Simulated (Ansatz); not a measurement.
```xyz
7

Fe    0.0000    0.0000    0.0000
F     0.0000    0.0000    1.9300
F     0.0000    0.0000   -1.9300
F     1.9300    0.0000    0.0000
F    -1.9300    0.0000    0.0000
F     0.0000    1.9300    0.0000
F     0.0000   -1.9300    0.0000
```

Basis set: def2-SVP on F; pcseg-2 on Fe. Charge -3. Computed with Ansatz (development build ahead of 0.2.0); the lowest solution found for each multiplicity.

Task: How do the multiplicities compare at this shape? Give, from the lowest of each method, PBE0 (unrestricted) for 2, 6; PBE0 (restricted) for 2, 6; HF (unrestricted) for 2, 6; HF (restricted) for 2, 6.

Result:

```json
{"method": "PBE0, unrestricted", "multiplicity": "2", "E (eV)": "1.811", "<S²>": "1.62"}
{"method": "PBE0, unrestricted", "multiplicity": "6", "E (eV)": "0.000", "<S²>": "8.75"}
{"method": "PBE0, restricted", "multiplicity": "2", "E (eV)": "1.961", "<S²>": "0.75"}
{"method": "PBE0, restricted", "multiplicity": "6", "E (eV)": "0.000", "<S²>": "8.75"}
{"method": "HF, unrestricted", "multiplicity": "2", "E (eV)": "3.980", "<S²>": "2.21"}
{"method": "HF, unrestricted", "multiplicity": "6", "E (eV)": "0.000", "<S²>": "8.76"}
{"method": "HF, restricted", "multiplicity": "2", "E (eV)": "4.634", "<S²>": "0.75"}
{"method": "HF, restricted", "multiplicity": "6", "E (eV)": "0.000", "<S²>": "8.75"}
```

Caution: no diffuse functions for an anion; other spin multiplicities may lie lower. Caution for PBE0, unrestricted, HF, unrestricted: the unrestricted determinant is a mixture of spin states. Caution for HF, restricted: an unrestricted determinant lies well below.
